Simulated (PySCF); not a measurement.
Geometry:
```
atom   x (Å)   y (Å)   z (Å)
  C1  -1.198   1.641   0.077
  B2  -0.516   0.164   0.034
  C3  -0.856  -0.693  -1.307
  C4  -0.660  -0.682   1.417
  P5   1.375   0.534  -0.091
  F6   1.921   1.430   1.111
  F7   1.773   1.456  -1.331
  P8   2.964  -0.988  -0.202
  H9  -0.897   2.255   0.941
 H10  -2.287   1.480   0.166
 H11  -1.039   2.237  -0.836
 H12  -0.646  -0.165  -2.251
 H13  -1.943  -0.887  -1.292
 H14  -0.368  -1.682  -1.353
 H15  -0.167  -1.669   1.405
 H16  -0.326  -0.144   2.319
 H17  -1.738  -0.880   1.553
 H18   2.345  -1.716   0.861
 H19   2.231  -1.686  -1.211
```

Geometry: PBE0-D3(BJ)/def2-SVP; GIAO absolute shieldings from PySCF, gas phase, non-relativistic, averaged over equivalent atoms.

At PBE0/pcSseg-1 (205 basis functions, 32 s wall time on 1 thread of an Arm Neoverse V2, shared host):
```
                             atoms  σ (ppm)
                          C1/C3/C4    178.8
                                B2    119.6
                                P5     65.2
                                P8    539.4
                             F6/F7    281.4
                           H18/H19    28.16
H9/H10/H11/H12/H13/H14/H15/H16/H17    31.35
```

Q: Estimate the result of repeating the calculation with wB97X-D/pcSseg-1.

A: 
| atoms | σ at wB97X-D/pcSseg-1 | change |
| --- | --- | --- |
| C1/C3/C4 | 179.7 | +0.9 |
| B2 | 120.9 | +1.3 |
| P5 | 53.6 | -11.6 |
| P8 | 531.5 | -7.9 |
| F6/F7 | 286.7 | +5.3 |
| H18/H19 | 28.28 | +0.12 |
| H9/H10/H11/H12/H13/H14/H15/H16/H17 | 31.50 | +0.15 |

The largest change is at P5 (phosphorus bonded to B, 2 F, P). Cost: 205 basis functions, 37 s wall time on 1 thread of an Arm Neoverse V2, shared host.

A carbon bonded to boron is broadened by the quadrupolar boron nucleus and is often missing from a measured spectrum.
